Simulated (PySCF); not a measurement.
Two species compared at the same levels of theory.

First species: C3H10OSSi.
SMILES with atom numbers: `[CH3:1][CH2:2][O:3][SiH2:4][S:5][CH3:6]` (hydrogens: H7, H8, H9 on C1; H10, H11 on C2; H12, H13 on Si4; H14, H15, H16 on C6)

Geometry (GFN2-xTB, Å), atoms numbered from 1 in this order:
```xyz
16
C3H10OSSi angstrom
C     -2.576   -0.045    0.490
C     -1.445    0.483   -0.375
O     -0.190    0.317    0.224
Si     0.537   -1.038    0.718
S      2.456   -0.379    1.372
C      2.962    0.674   -0.027
H     -3.532    0.184    0.028
H     -2.536    0.417    1.473
H     -2.486   -1.122    0.607
H     -1.565    1.559   -0.542
H     -1.450   -0.025   -1.346
H      0.676   -1.981   -0.393
H     -0.065   -1.667    1.882
H      3.887    1.161    0.264
H      2.191    1.413   -0.216
H      3.127    0.057   -0.904
```

Second species: C3H5FOS.
InChI=1S/C3H5FOS/c1-5-3(6)2-4/h2H2,1H3

Levels: PBE0/def2-SVPD for dipole moment, HOMO energy, LUMO energy, HOMO–LUMO gap, static isotropic polarisability and electronic spatial extent ⟨r²⟩ about the centre of nuclear charge; TDDFT PBE0/def2-SVPD for lowest singlet excitation; TDA PBE0/def2-SVPD for lowest triplet excitation (Tamm–Dancoff); GFN2-xTB for rotational constant A and rotational constant C. Geometries: GFN2-xTB. Each species is one conformer at its optimised geometry, gas phase, non-relativistic unless stated. Electronic properties by PySCF.

Dipoles, sizes and rotational constants follow the conformer. The torsions of the flexible species, by atom-mapped SMILES:
- `[CH3:1][CH2:2][O:3][SiH2:4][S:5][CH3:6]`: C1–C2–O3–Si4 59°, C2–O3–Si4–S5 176°, O3–Si4–S5–C6 -48°
- `[CH3:1][O:2][C:3](=[S:4])[CH2:5][F:6]`: C1–O2–C3–S4 0°, O2–C3–C5–F6 1°

Values for the first species:

* Dipole moment: 2.61 D
* HOMO energy: -6.72 eV
* LUMO energy: 0.20 eV
* HOMO–LUMO gap: 6.92 eV
* Lowest singlet excitation: 5.59 eV
* Lowest triplet excitation (Tamm–Dancoff): 5.15 eV
* Static isotropic polarisability: 88.4 au
* Electronic spatial extent ⟨r²⟩ about the centre of nuclear charge: 1222 bohr²
* Rotational constant A: 5.353 GHz
* Rotational constant C: 0.992 GHz

Task: Estimate the same properties for the second species, and the change in each.

Result: 
```
                                                         property       first     second  second less first
                                                    dipole moment      2.61 D     1.16 D            -1.45 D
                                                      HOMO energy    -6.72 eV   -6.98 eV           -0.26 eV
                                                      LUMO energy     0.20 eV   -1.66 eV           -1.86 eV
                                                    HOMO–LUMO gap     6.92 eV    5.32 eV           -1.60 eV
                                        lowest singlet excitation     5.59 eV    3.54 eV           -2.05 eV
                         lowest triplet excitation (Tamm–Dancoff)     5.15 eV    3.16 eV           -1.99 eV
                                  static isotropic polarisability     88.4 au    64.1 au           -24.3 au
electronic spatial extent ⟨r²⟩ about the centre of nuclear charge  1222 bohr²  757 bohr²         -465 bohr²
                                            rotational constant A   5.353 GHz  3.935 GHz         -1.418 GHz
                                            rotational constant C   0.992 GHz  1.481 GHz         +0.489 GHz
```

On the first: The polarisability is 13.09 Å³ as a volume (1 au = 0.148185 Å³), or 1.34 au for each of the 66 electrons. The vertical singlet–triplet gap S1 − T1 is 0.44 eV (TDDFT singlet less Tamm–Dancoff triplet; S1: HOMO→LUMO, weight 0.71; T1: HOMO→LUMO, weight 0.70).

On the second: The dipole equals about 3.9 × 10⁻³⁰ C·m (1 D = 3.33564 × 10⁻³⁰ C·m). A dipole of 1.16 D is allowed in Cs, and pure rotational transitions are dipole-allowed.
